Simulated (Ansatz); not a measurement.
Total energies of (AgI)2 ring (Ag₂I₂) from Ansatz at PBE-D4/def2-TZVP, gas phase (1 Eh = 27.2114 eV = 2625.5 kJ/mol). The reference geometry is relaxed at PBE0-D4/def2-SVP.

| state | geometry | energy (Eh) |
| --- | --- | --- |
| charge 0 singlet | reference | -889.56536 |
| charge 1 doublet | reference | -889.25083 |
| free Ag atom (doublet) | – | -146.98341 |
| free I atom (doublet) | – | -297.66548 |

In the def2 sets Ag, I take a core potential; there is no spin–orbit coupling.

Work out the vertical ionisation energy to the doublet.

E(charge 1 doublet) − E(charge 0 singlet) = -889.25083 − (-889.56536) = 0.31453 Eh = 8.56 eV. For comparison, −ε of the highest occupied level is 6.08 eV at this level, 2.48 eV less.

What is the binding energy per atom against free atoms?

Atoms: 2 × (-146.98341) + 2 × (-297.66548) = -889.29778 Eh. Binding: -889.29778 − (-889.56536) = 0.26758 Eh = 7.28 eV, or 1.82 eV for each of 4 atoms (no zero-point energy, no counterpoise term).

At PBE-D4/def2-TZVP the gap within one spin of the charge 1 doublet nearly closes, so an electron or hole may be smeared out by delocalisation error.
